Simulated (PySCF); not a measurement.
Species: C₅H₁₃NSi₂.
Structure used (GFN2-xTB), in Å, numbered top down from 1:
```
atom  x, y, z in Å
Si1    1.614   -1.658    0.470
N2     1.348   -0.049   -0.125
Si3    1.759    1.378    0.772
C4     0.409    0.103   -1.228
C5    -1.024    0.126   -0.815
C6    -1.917    1.237   -0.348
C7    -1.745    0.006    0.482
C8    -2.023   -0.974   -0.612
H9     0.547   -2.121    1.369
H10    2.885   -1.627    1.185
H11    1.659   -2.525   -0.710
H12    0.763    1.722    1.797
H13    1.835    2.462   -0.209
H14    3.046    1.108    1.405
H15    0.558   -0.724   -1.931
H16    0.639    1.034   -1.756
H17   -2.863    1.400   -0.854
H18   -1.444    2.149   -0.003
H19   -1.438   -0.128    1.496
H20   -1.642   -1.981   -0.497
H21   -2.976   -0.923   -1.130
```

Computed at PBE0/pcSseg-1 (PySCF, non-relativistic), with Q(14N) = 0.02044 b: N2, 14N (I = 1): χzz = -3.980 MHz, η = 0.592.

**Question.** Where would the pure quadrupole (NQR) lines of 14N at N2 fall for the rigid, isolated species?

**Answer.** From ν± = (3/4)|χ|(1 ± η/3) and ν0 = |χ|η/2: ν+ 3.574 MHz, ν− 2.396 MHz, ν0 1.178 MHz (nitrogen bridging silicon atoms).

In a crystal, neighbours and librations shift these lines. GFN2-xTB bond lengths can be off by several hundredths of an ångström, more for odd bonds, and the gradients follow them. With a basis this small, the couplings can be 20 % off.

The run behind these numbers computed NMR shieldings as well. The run took 97 s (grids of density and orbitals included) on Arm Neoverse N1, one thread, on a shared host, and the process peaked at 1.0 GiB of memory.

One conformer stands for the species.
